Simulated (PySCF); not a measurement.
**Low-lying terms of Cu+ (copper, charge +1)**

Ground state [Ar] 3d10, ¹S. All numbers are calculated (PySCF 2.14, a scalar-relativistic core potential, in aug-cc-pVDZ-PP with one added diffuse shell each of s, p, d, f type with ECP10MDF (6s6p5d3f, 70 functions)). Vertical excitation energies in eV without spin-orbit coupling; excited terms of each kind are numbered among those the solver found. Frozen: 3s2 3p6.

| term | leading excitation | EOM-EE-CCSD |
| --- | --- | --- |
| 1 3D | 3d → s | 2.541 |
| 1 1D | 3d → s | 2.999 |
| 1 3P° | 3d → p | 7.909 |
| 1 3F° | 3d → p | 8.166 |
| 1 1F° | 3d → p | 8.332 |
| 1 1D° | 3d → p | 8.587 |
| 1 3D° | 3d → p | 8.607 |
| 1 1P° | 3d → p | 8.778 |
| 2 3D | 3d → s | 13.289 |
| 2 1D | 3d → s | 13.366 |

The solver can miss terms. Rydberg members are limited by the diffuse functions of the basis.
